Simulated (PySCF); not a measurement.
Se: excitation energy

Se [Ar] 3d10 4s2 4p4 (3P) → Se [Ar] 3d10 4s1 4p4 5s1 (5P), as a difference of total energies. All numbers are calculated (PySCF 2.14, scalar relativity through the core potential, in aug-cc-pwCVDZ-PP with ECP10MDF (6s5p4d1f, 48 functions)). Correlated levels: valence: 3s2 3p6 3d10 frozen; valence and next inner shell: nothing frozen outside the core potential. The calculations carry no spin-orbit coupling.

```tsv
method	excitation energy (eV)
UHF	16.275
LDA	17.397
PBE	17.101
PBE0	17.150
r2SCAN	17.100
B97-3	17.453
B2PLYP	17.138
BLYP	17.357
PBEsol	17.088
MP2 (valence)	16.251
SCS-MP2 (valence)	16.352
MP2 (valence and next inner shell)	16.551
SCS-MP2 (valence and next inner shell)	16.578
```

Problem. How much does correlation contribute at MP2 (valence and next inner shell)?

Solution. 16.551 − (16.275) = 0.276 eV, measured against UHF.

The upper state lies above the first ionisation limit, where it may autoionise and the basis confines it. A Rydberg-like electron needs more diffuse functions than a valence basis has.

The promoted electron is Rydberg-like, and one or two diffuse shells describe it only roughly, which tends to raise the upper state.
